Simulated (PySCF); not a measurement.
Write a Z-matrix for InChI=1S/C2H7B2Cl/c1-4(5)2-3/h2-3H2,1H3 as optimised with PBE0-D3(BJ)/def2-SVP.

Z-matrix in Å and degrees, rows numbered from 1:
```
B 
C   1  1.5559
B   2  1.5701  1  104.85
C   3  1.5615  2  123.62  1    87.34
Cl  3  1.7717  2  117.90  1   -92.88
H   1  1.2092  2  121.16  3   102.78
H   1  1.2113  2  120.25  3   -74.62
H   2  1.1042  1  108.83  3   113.19
H   2  1.0985  1  112.69  3  -121.26
H   4  1.0994  3  113.45  2  -150.25
H   4  1.1066  3  106.92  2    92.69
H   4  1.1002  3  112.81  2   -24.36
```

B3 (three-coordinate boron) is planar (angles 123.6°, 118.5° and 117.9°, sum 360.0°, 0.00 Å off the plane of its three neighbours). B1 (three-coordinate boron) is planar (angles 121.2°, 120.3° and 118.5°, sum 360.0°, 0.02 Å off the plane of its three neighbours).

Computed with PySCF 2.14.0, PBE0-D3(BJ)/def2-SVP geometry optimisation, gas phase.

Point group: C1 (no symmetry element, even within 0.4 Å). No frequency check. One conformer, not necessarily the lowest (H–B1–C2–B3 103° and -75°, B1–C2–B3–C4 87°).

On one thread of an Arm Neoverse V2, shared host, this took 52 s of wall time. That covers the optimisation of the geometry.
